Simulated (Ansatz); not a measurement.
Reaction (cleavage of the Si–Ge bond): `[F][GeH2][SiH2]S` + `N[SiH3]` → `[SiH3]N[SiH2]S` + `[F][GeH3]`

Calculated with Ansatz (gas phase, PBE0-D4/def2-TZVP geometries, no zero-point term in ΔE). CBS: MP2 limit from def2 TZ/QZ plus the TZ coupled-cluster correction, frozen cores. This one scheme is used for every species. Functionals use def2-TZVPP. B3LYP here is the variant with VWN-RPA as its local correlation; programs differ in this. For Ge outer-core shells are correlated without core-valence functions, which leaves a few kJ/mol of doubt a bond. Scalar relativity is left out up to krypton. One conformer a species, not always the lowest.

| level | ΔE (eV) |
| --- | --- |
| PBE0-D4 | -0.51 |
| B3LYP-D4 | -0.58 |
| ωB97X-V | -0.61 |
| B2PLYP | -0.62 |
| r2SCAN | -0.55 |
| MP2/def2-QZVPP | -0.69 |
| HF/CBS(def2) | -0.76 |
| CCSD/CBS(def2) | -0.63 |

**Question.** What does CCSD(T)/CBS give? (An estimate is asked.)

**Answer.** The calculation gave: -0.62 eV. The listed levels differ from it by 0.11, 0.04, 0.01, 0.00, 0.07, -0.07, -0.14, -0.01 eV.

Largest T1 diagnostic among the species: 0.012.

In def2-TZVPP, CCSD(T) changes the Hartree–Fock value by +0.10 eV (the triples alone add +0.01 eV) and MP2 by +0.04 eV. From PBE to PBE0 (25 % exact exchange), in def2-TZVPP and without D4, ΔE moves by −0.07 eV. The D4 term adds −0.03 eV with B3LYP and −0.02 eV with PBE0; it sums over pairs of atoms, weighted by their polarisabilities, and B3LYP, whose exchange is more repulsive, gets the larger term.
